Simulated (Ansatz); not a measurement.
Reactions of BClH$_{4}$OSi (`[SiH3]OBCl`).

Program: Ansatz. Geometries: PBE0-D4/def2-TZVP. ΔE: electronic, gas phase. CCSD(T)/CBS adds triple-zeta CCSD(T) − MP2 to the extrapolated MP2 energy (def2 sets, frozen cores). Small cases extrapolate CCSD(T) itself. Functionals use def2-TZVPP. No spin–orbit coupling; open shells (•) take unrestricted orbitals. Spin–orbit coupling would lower the free atoms: a little for B, Cl, O, Si. Each species was taken in one conformer, which may not be the lowest.

| reaction | CCSD(T)/CBS(def2) (kcal/mol) |
| --- | --- |
| `[SiH3]OBCl` → `[SiH3]O[B]Cl`• + H• | 111.1 |
| `[SiH3]OBCl` + H–F → `FBO[SiH3]` + HCl | -12.4 |
| `[SiH3]OBCl` → B• + Cl• + 4 H• + O• + Si• | ? |
| `[SiH3]OBCl` + H₂S → `[SiH3]OBS` + HCl | 6.1 |
| `[SiH3]OBCl` + `[OH]`• → `[SiH3]O[B]Cl`• + H₂O | -15.4 |

Q: Fill in the missing values. (Estimate.)

A: The calculation gave: `[SiH3]OBCl` → B• + Cl• + 4 H• + O• + Si•: +682.9 kcal/mol.

Largest T1 diagnostic: 0.015, for `[SiH3]O[B]Cl`•.

Extrapolated directly: `[SiH3]OBCl` → B• + Cl• + 4 H• + O• + Si•.
